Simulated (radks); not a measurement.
Task: Neutral calcium, [Ar] 4s2. Method: non-relativistic Kohn-Sham, LDA (Slater exchange, Perdew-Wang correlation), spin-polarised, spherical densities, point nucleus; computed with a radial shooting solver on a logarithmic mesh with Libxc functionals. Every spin shell is full or empty, so the densities are truly spherical. Functionals are evaluated on that one density, not self-consistently. Rank these orbital-free kinetic functionals by their error against the exact value of the orbitals, and give that value: Thomas-Fermi, von Weizsacker, APBEK, revAPBEK, Perdew 92, Thakkar, LKT, DePristo-Kress, Ernzerhof.

Result: Exact: 674.655 hartree. From best to worst, with 100 (|E| - |E exact|)/|E exact| (equal figures are ties): DePristo-Kress -0.01, Ernzerhof -0.16, APBEK +0.18, Thakkar -0.23, revAPBEK +0.49, Perdew 92 -0.66, Thomas-Fermi -6.96, LKT +27.81, von Weizsacker -43.46.
